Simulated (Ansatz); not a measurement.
Ansatz (a program for electronic structure) input:

Ansatz 0.2 input:
```yaml
crystal:
  periodic: [false, false, false]
  atoms:
    - {symbol: Sn, position_ang: [0.09740211, -0.03165400, -0.02386111]}
    - {symbol: O, position_ang: [1.78791550, -0.58104164, -0.43799501]}
    - {symbol: F, position_ang: [-0.94730905, -0.26704864, 1.55563318]}
    - {symbol: F, position_ang: [-1.18307202, 0.95938567, -1.03374258]}
basis:
  gaussian:
    orbitals: def2-TZVP
hamiltonian:
  xc: b3lyp
  dispersion: d3bj
phonons: {temperatures: {t_min: 298.15, t_max: 298.15, t_step: 100}}
```

Task: Which total energy does the run end on?

Result: -489.41479 Eh (B3LYP-D3(BJ)/def2-TZVP). The basis has 143 functions. The run takes roughly 27 core-seconds.
